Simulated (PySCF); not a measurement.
Isomers of C6H13BO2, one conformer each; single-point electronic energies without zero-point terms and without any empirical dispersion term.

Level: PBE0/pcSseg-1 in PySCF, non-relativistic, each on one gas-phase PBE0-D3(BJ)/def2-SVP geometry that isn't relaxed in the solvent. The solvent is an IEF-PCM continuum (cavity from Bondi-type radii × 1.2). The model holds no explicit solvent molecules, cavitation or dispersion.

| isomer | relative energy, gas (kcal/mol) | dipole (D) |
| --- | --- | --- |
| `CC(C)(C)B1OCCO1` | 0.0 | 2.13 |
| `CC(C)(C)[C@H]1COBO1` | 3.5 | 2.42 |
| `C=C(C)COB(C)OC` | 16.5 | 1.88 |
| `C(C)/C=C/B(OC)OC` | 19.2 | 1.07 |
| `C/C=C/CB(OC)OC` | 20.8 | 1.63 |
| `CC/C=C\B(OC)OC` | 20.9 | 0.99 |
| `C=C(CC)B(OC)OC` | 22.7 | 1.34 |
| `C/C=C\CB(OC)OC` | 23.0 | 1.86 |

Question: How do the relative energies look in dimethylsulfoxide (ε = 46.83)?

Answer: 
```tsv
isomer	relative energy, solvent (kcal/mol)	E(solvent) − E(gas) (kcal/mol)	dipole in solvent (D)
`CC(C)(C)B1OCCO1`	0.0	-4.4	2.57
`CC(C)(C)[C@H]1COBO1`	3.7	-4.2	3.19
`C=C(C)COB(C)OC`	16.5	-4.3	2.44
`C(C)/C=C/B(OC)OC`	19.5	-4.0	1.46
`C/C=C/CB(OC)OC`	20.6	-4.5	2.02
`CC/C=C\B(OC)OC`	21.7	-3.6	1.21
`C=C(CC)B(OC)OC`	23.4	-3.6	1.73
`C/C=C\CB(OC)OC`	22.5	-4.9	2.40
```

The lowest stays, but the order above it changes. Conformers: `[CH2:1]=[C:2]([CH3:3])[CH2:4][O:5][B:6]([CH3:7])[O:8][CH3:9]` with C1–C2–C4–O5 0°, C2–C4–O5–B6 -135°, C4–O5–B6–C7 179°, O5–B6–O8–C9 179°; `[CH3:1][CH2:2]/[CH:3]=[CH:4]/[B:5]([O:6][CH3:7])[O:8][CH3:9]` with C1–C2–C3–C4 -124°, C3–C4–B5–O6 -1°, C4–B5–O6–C7 180°, C4–B5–O8–C9 -1°; `[CH3:1]/[CH:2]=[CH:3]/[CH2:4][B:5]([O:6][CH3:7])[O:8][CH3:9]` with C2–C3–C4–B5 126°, C3–C4–B5–O6 11°, C4–B5–O6–C7 179°, C4–B5–O8–C9 3°; `[CH3:1][CH2:2]/[CH:3]=[CH:4]\[B:5]([O:6][CH3:7])[O:8][CH3:9]` with C1–C2–C3–C4 107°, C3–C4–B5–O6 -17°, C4–B5–O6–C7 180°, C4–B5–O8–C9 -2°; `[CH2:1]=[C:2]([CH2:3][CH3:4])[B:5]([O:6][CH3:7])[O:8][CH3:9]` with C1–C2–C3–C4 121°, C1–C2–B5–O6 142°, C2–B5–O6–C7 180°, C2–B5–O8–C9 -5°; `[CH3:1]/[CH:2]=[CH:3]\[CH2:4][B:5]([O:6][CH3:7])[O:8][CH3:9]` with C2–C3–C4–B5 104°, C3–C4–B5–O6 3°, C4–B5–O6–C7 179°, C4–B5–O8–C9 1°. `C/C=C\CB(OC)OC` gains most from the continuum, while `CC(C)(C)[C@H]1COBO1` has the largest gas-phase dipole. The gains span 1.3 kcal/mol, the gas-phase energies 23.0 kcal/mol.
